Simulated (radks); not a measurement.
Results of a calculation; reference values are marked as such.
Question: These are the eigenvalues of the occupied orbitals of an atom or ion with whole-number occupations (hartree). Level of theory: Dirac Kohn-Sham, LDA (Slater exchange, Perdew-Wang correlation), spin-unpolarised, spherical densities, finite nucleus; Fermi nuclear charge, rms radius of each element as measured or else 0.836 A^(1/3) + 0.57 fm (a radial shooting solver on a logarithmic mesh with Libxc functionals).

| orbital | eigenvalue |
|---|---|
| 1s1/2 | -1534.428 |
| 2s1/2 | -247.4836 |
| 2p1/2 | -234.0567 |
| 2p3/2 | -216.3591 |
| 3s1/2 | -54.04825 |
| 3p1/2 | -48.32218 |
| 3p3/2 | -44.81843 |
| 3d3/2 | -34.78238 |
| 3d5/2 | -34.02658 |
| 4s1/2 | -11.38862 |
| 4p1/2 | -9.24301 |
| 4p3/2 | -8.47907 |
| 4d3/2 | -4.94507 |
| 4d5/2 | -4.81026 |
| 5s1/2 | -2.12255 |
| 5p1/2 | -1.52507 |
| 5p3/2 | -1.40960 |
| 4f5/2 | -0.81856 |
| 4f7/2 | -0.80387 |
| 6s1/2 | -0.56677 |

Which element is it, and in what charge state? The configuration may be excited. Open shells, if any, are shared by 2j + 1.

Answer: Z = 59, praseodymium, charge +2: Pr2+ in [Xe] 4f2 6s1. The list shows which subshells hold electrons but not how many an open one holds; the 1s level, -1534.4 hartree, gives Z - s = 55.4 by -(Z - s)^2/2, which with screening and relativity narrows Z to a few neighbours, and the depths of the outer levels then fix element, charge and occupations together.
